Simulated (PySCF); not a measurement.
Isomers of C9H14. Level of theory: PBE0-D3(BJ)/def2-SVP geometry optimisation, gas phase (PySCF). One conformer each; no zero-point energy, no entropy. No frequencies were run at this level. Point groups hold within 0.08 Å.

Question: Order them by energy at this level, lowest first, and give relative energies in kJ/mol.
A. `[CH2:1]=[CH:2][C@@H:3]1[CH2:4][C@H:5]2[CH2:6][C@@:7]2([CH3:8])[CH2:9]1` with C1–C2–C3–C4 127°, C2–C3–C4–C5 -159°, C3–C4–C5–C6 -45°, C4–C5–C6–C7 96°, C5–C6–C7–C8 113°
B. `[CH2:1]=[C:2]([CH3:3])[C@@H:4]1[CH2:5][CH:6]=[CH:7][C@H:8]1[CH3:9]` with C1–C2–C4–C5 -126°, C2–C4–C5–C6 -152°, C4–C5–C6–C7 15°, C6–C7–C8–C9 -139°, C2–C4–C8–C7 153°
C. `[CH3:1][CH2:2][CH2:3][C:4]1=[CH:5][CH:6]=[CH:7][CH2:8][CH2:9]1` with C1–C2–C3–C4 64°, C2–C3–C4–C5 -112°, C4–C5–C6–C7 -15°, C6–C7–C8–C9 31°, C7–C8–C9–C4 -45°, C3–C4–C9–C8 -152°
D. `[CH3:1][CH2:2][CH2:3][C@H:4]1[CH:5]=[CH:6][C:7]([CH3:8])=[CH:9]1` with C1–C2–C3–C4 -179°, C2–C3–C4–C5 177°
E. `[CH3:1][CH2:2][C:3]#[C:4][CH2:5][CH:6]1[CH2:7][CH2:8][CH2:9]1` with C4–C5–C6–C7 171°, C5–C6–C7–C8 -142°, C6–C7–C8–C9 19°, C7–C8–C9–C6 -19°, C5–C6–C9–C8 142°
F. `[CH3:1]/[C:2]1=[CH:3]/[CH2:4][CH2:5]/[CH:6]=[CH:7]\[CH2:8][CH2:9]1` with C2–C3–C4–C5 -75°, C3–C4–C5–C6 98°, C4–C5–C6–C7 -66°, C6–C7–C8–C9 67°
G. tetramethylcyclopentadiene (`CC1=C(C)C(C)=C(C)C1`)

Answer: G (0.0), C (34.9), D (47.2), B (70.3), A (78.1), F (86.4), E (206.3).

As drawn, the lowest has a C=C bond outside aromatic rings, which the highest lacks; the highest has a four-membered ring and a C≡C bond, which the lowest lacks. Neighbours under 10 kJ/mol apart (C=C(C)[C@@H]1CC=C[C@H]1C and C=C[C@@H]1C[C@H]2C[C@@]2(C)C1; C=C[C@@H]1C[C@H]2C[C@@]2(C)C1 and C/C1=C/CC/C=C\CC1) can change places with a better method, another conformer or zero-point energy.

```csv
SMILES,E (Eh),E rel (kJ/mol),dipole (D),point group,"A, B, C (MHz)"
CC1=C(C)C(C)=C(C)C1,-350.72008,0.0,0.17,C2v,"2209, 1456, 902.0"
CCCC1=CC=CCC1,-350.70680,34.9,0.65,C1,"2970, 1019, 950.8"
CCC[C@H]1C=CC(C)=C1,-350.70209,47.2,0.20,C1,"3640, 810.2, 706.7"
C=C(C)[C@@H]1CC=C[C@H]1C,-350.69330,70.3,0.49,C1,"2346, 1325, 1046"
C=C[C@@H]1C[C@H]2C[C@@]2(C)C1,-350.69035,78.1,0.34,C1,"3218, 1140, 958.8"
C/C1=C/CC/C=C\CC1,-350.68718,86.4,0.28,C1,"2428, 1404, 984.8"
CCC#CCC1CCC1,-350.64151,206.3,0.24,C1,"3688, 658.9, 580.3"
```
